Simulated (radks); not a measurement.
Results of a calculation; reference values are marked as such.
Radial electron density D(r) = 4 pi r^2 rho(r) of an atom or ion with 38 electrons. Code: a radial shooting solver on a logarithmic mesh with Libxc functionals. Model: non-relativistic Kohn-Sham, PBE, spin-polarised, spherical densities, point nucleus.

r (bohr),D(r) (e/bohr)
0.003711,4.969
0.00499,8.151
0.006708,12.93
0.009019,19.62
0.01213,28.06
0.0163,37.09
0.02174,44.16
0.02924,46.79
0.03931,43.88
0.05285,39.57
0.07105,41.55
0.09552,51.29
0.1284,56.91
0.1727,47.37
0.2321,34.62
0.3096,36.47
0.4163,41.13
0.5597,29.49
0.7525,13.31
1.012,7.792
1.36,6.968
1.829,4.054
2.459,1.467
3.306,0.7154
4.409,0.5307
5.928,0.2405
7.969,0.05144
10.71,0.004499
14.41,0.0001250

What is the nuclear charge?

Answer. Z = 38. The innermost maximum, from 1s, lies near 1/Z = 0.0263 bohr (found: 0.0288), and its height grows with Z. The density is that of neutral strontium in [Kr] 5s2; the configuration itself is not fixed sharply by these data, and Z only to a few units. D(r) has 3 maxima, at r = 0.0288, 0.125, 0.400 bohr, and minima at 0.0577, 0.258 bohr, inside which lie 2.06, 11.13 electrons.
